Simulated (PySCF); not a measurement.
Stepwise substitution at one centre (Sn OH-OCH3). All species are isolated molecules in the gas phase. One relaxed conformer stands for each flexible species; it need not be the lowest. Strings in code marks are SMILES.

Computed with PBE-D3(BJ)/def2-TZVP // PBE0-D4/def2-SVP (PySCF). Excitations are Tamm–Dancoff values on a coarser integration grid. The basis has no diffuse functions, so Rydberg states are missing or too high.

```csv
species,T1 excitation (TDA) (eV),LUMO (eV),S1 oscillator strength
0 of 4 OH replaced by OCH3,4.36,-2.81,0.013
1 of 4 OH replaced by OCH3,3.57,-2.77,0.006
2 of 4 OH replaced by OCH3 (`C[O][Sn]([OH])([OH])[O]C`),3.56,-2.73,0.010
3 of 4 OH replaced by OCH3,3.52,-2.69,0.003
4 of 4 OH replaced by OCH3 (`C[O][Sn]([O]C)([O]C)[O]C`),–,-2.65,0.000
```
